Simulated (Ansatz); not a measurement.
Gas-phase electronic energies from Ansatz, PBE0-D4/def2-TZVP geometries. CCSD(T)/CBS adds triple-zeta CCSD(T) − MP2 to the extrapolated MP2 energy (def2 sets, frozen cores). Functionals use def2-TZVPP. B3LYP here is the variant with VWN-RPA as its local correlation; programs differ in this. def2 core potentials past Kr. For In outer-core shells are correlated without core-valence functions, which leaves a few kJ/mol of doubt a bond. One conformer a species, not always the lowest.

Consider the ligand exchange at a B–C bond: `[SiH3]B[CH2][InH2]` + `CN[SiH3]` → `CN([SiH3])B[SiH3]` + `[CH3][InH2]`.

`[SiH3]B[CH2][InH2]`:

```xyz
12

Si    1.123    0.936   -0.852
B    -0.832    0.777   -0.367
C    -1.424   -0.582   -0.429
In    0.038   -0.902    1.358
H     1.832    0.017    0.163
H     1.535    0.341   -2.152
H     1.805    2.241   -0.657
H    -1.394    1.685    0.177
H    -1.016   -1.381   -1.048
H    -2.448   -0.780   -0.113
H     0.159    0.152    2.701
H     0.623   -2.505    1.220
```

`CN[SiH3]`:

```xyz
10

C     0.468   -1.079    0.755
N    -0.463   -0.010    0.465
Si   -0.332    0.994   -0.921
H    -0.001   -1.847    1.376
H     0.770   -1.563   -0.178
H     1.383   -0.744    1.262
H    -0.898    0.381    1.285
H    -0.302    0.131   -2.132
H     0.893    1.851   -0.975
H    -1.520    1.887   -0.935
```

`CN([SiH3])B[SiH3]`:

```xyz
15

C    -1.039    0.175   -1.848
N    -0.286    0.078   -0.600
Si    1.331    0.751   -0.668
B    -0.839   -0.511    0.540
Si    0.107   -0.704    2.325
H    -0.531   -0.363   -2.655
H    -1.150    1.219   -2.158
H    -2.031   -0.255   -1.712
H     1.987    0.585    0.648
H     2.106    0.053   -1.728
H     1.246    2.191   -1.030
H    -1.963   -0.930    0.440
H     1.352   -1.522    2.227
H    -0.787   -1.378    3.308
H     0.497    0.611    2.912
```

`[CH3][InH2]`:

Z-matrix (Å, degrees):
```
C
In 1 2.153
H 1 1.091 2 110.7
H 1 1.090 2 111.6 3 122.1
H 1 1.093 2 109.1 3 -118.2
H 2 1.731 1 120.0 3 40.5
H 2 1.730 1 120.8 3 -140.1
```

```json
{"level": "PBE-D4", "ΔE (kJ/mol)": "-69.0", "difference from CCSD(T)/CBS": "-1.9"}
{"level": "PBE0-D4", "ΔE (kJ/mol)": "-71.2", "difference from CCSD(T)/CBS": "-4.1"}
{"level": "B3LYP-D4", "ΔE (kJ/mol)": "-83.9", "difference from CCSD(T)/CBS": "-16.8"}
{"level": "ωB97X-V", "ΔE (kJ/mol)": "-81.8", "difference from CCSD(T)/CBS": "-14.7"}
{"level": "ωB97M-V", "ΔE (kJ/mol)": "-76.0", "difference from CCSD(T)/CBS": "-8.9"}
{"level": "B2PLYP", "ΔE (kJ/mol)": "-81.3", "difference from CCSD(T)/CBS": "-14.2"}
{"level": "r2SCAN", "ΔE (kJ/mol)": "-68.3", "difference from CCSD(T)/CBS": "-1.2"}
{"level": "PBE0", "ΔE (kJ/mol)": "-70.8", "difference from CCSD(T)/CBS": "-3.7"}
{"level": "B3LYP", "ΔE (kJ/mol)": "-83.8", "difference from CCSD(T)/CBS": "-16.7"}
{"level": "HF/def2-TZVPP", "ΔE (kJ/mol)": "-100.7", "difference from CCSD(T)/CBS": "-33.6"}
{"level": "MP2/def2-TZVPP", "ΔE (kJ/mol)": "-72.5", "difference from CCSD(T)/CBS": "-5.4"}
{"level": "CCSD/def2-TZVPP", "ΔE (kJ/mol)": "-80.4", "difference from CCSD(T)/CBS": "-13.3"}
{"level": "CCSD(T)/def2-TZVPP", "ΔE (kJ/mol)": "-76.5", "difference from CCSD(T)/CBS": "-9.4"}
{"level": "HF/def2-QZVPP", "ΔE (kJ/mol)": "-100.2", "difference from CCSD(T)/CBS": "-33.1"}
{"level": "HF/CBS(def2)", "ΔE (kJ/mol)": "-100.1", "difference from CCSD(T)/CBS": "-33.0"}
{"level": "CCSD/CBS(def2)", "ΔE (kJ/mol)": "-71.0", "difference from CCSD(T)/CBS": "-3.9"}
{"level": "CCSD(T)/CBS", "ΔE (kJ/mol)": "-67.1", "difference from CCSD(T)/CBS": "0"}
```

Largest T1 diagnostic among the species: 0.014.

In def2-TZVPP, CCSD(T) changes the Hartree–Fock value by +24.2 kJ/mol (the triples alone add +3.9 kJ/mol) and MP2 by +28.2 kJ/mol.
